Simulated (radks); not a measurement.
Task: The mean radii <r> (bohr) of the occupied orbitals of an atom or ion are listed with their occupations. Calculated with a radial shooting solver on a logarithmic mesh with Libxc functionals: Dirac Kohn-Sham, BLYP, spin-unpolarised, spherical densities, finite nucleus; Fermi nuclear charge, rms radius of each element as measured or else 0.836 A^(1/3) + 0.57 fm.

| orbital | occ. | <r> |
|---|---|---|
| 1s1/2 | 2 | 0.02507 |
| 2s1/2 | 2 | 0.1070 |
| 2p1/2 | 2 | 0.08989 |
| 2p3/2 | 4 | 0.09599 |
| 3s1/2 | 2 | 0.2848 |
| 3p1/2 | 2 | 0.2746 |
| 3p3/2 | 4 | 0.2867 |
| 3d3/2 | 4 | 0.2577 |
| 3d5/2 | 6 | 0.2614 |
| 4s1/2 | 2 | 0.6531 |
| 4p1/2 | 2 | 0.6729 |
| 4p3/2 | 4 | 0.6996 |
| 4d3/2 | 4 | 0.7565 |
| 4d5/2 | 6 | 0.7657 |
| 5s1/2 | 2 | 1.465 |
| 5p1/2 | 1 | 1.588 |
| 5p3/2 | 2 | 1.642 |

Name the element and its charge. Open shells, if any, are shared by 2j + 1.

Result: Z = 57, lanthanum, charge +6: La6+ in [Kr] 4d10 5s2 5p3. The 1s radius gives Z: for a bare nucleus <r> = (2 gamma + 1)/(2Z) with gamma = sqrt(1 - (Z/c)^2), 0.02473 bohr for Z = 57, and screening makes it slightly larger (0.02507 here). The occupations add up to 51, and the charge is Z minus that.
